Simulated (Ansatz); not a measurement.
Basis-set series for ClH5SiSn, SMILES `Cl[SiH2][SnH3]`. Charge 0, multiplicity 1. Sn: def2 effective core potential. The structure was optimised at the PBE0-D4/def2-TZVP level.

```csv
atom,x (Å),y (Å),z (Å)
Cl1,0.405,-2.680,0.059
Si2,0.548,-0.817,-0.819
Sn3,-0.518,0.931,0.723
H4,1.988,-0.541,-1.051
H5,-0.142,-0.886,-2.132
H6,0.281,0.944,2.229
H7,-0.398,2.485,0.023
H8,-2.165,0.565,0.968
```

```json
{"functional": "PBE0-D4", "basis": "def2-SVP", "functions": "87", "energy (Eh)": "-966.50987", "HOMO (eV)": "-7.84", "LUMO (eV)": "-0.38"}
{"functional": "PBE0-D4", "basis": "def2-TZVPP", "functions": "204", "energy (Eh)": "-966.78337", "HOMO (eV)": "-7.90", "LUMO (eV)": "-0.63"}
{"functional": "ωB97M-V", "basis": "def2-SVP", "functions": "87", "energy (Eh)": "-966.66455", "HOMO (eV)": "-9.80", "LUMO (eV)": "1.51"}
{"functional": "ωB97M-V", "basis": "def2-TZVPP", "functions": "204", "energy (Eh)": "-966.93968", "HOMO (eV)": "-9.89", "LUMO (eV)": "1.11"}
```

(1) Give the rows for def2-QZVPP. (Best estimate.)

## Answers

(1) The calculation gave: 
```csv
functional,basis,functions,energy (Eh),HOMO (eV),LUMO (eV)
PBE0-D4,def2-QZVPP,372,-966.80885,-7.91,-0.73
ωB97M-V,def2-QZVPP,372,-966.96406,-9.91,0.87
```

Positive LUMOs are unbound and depend on the basis.

Program: Ansatz 0.2.0.
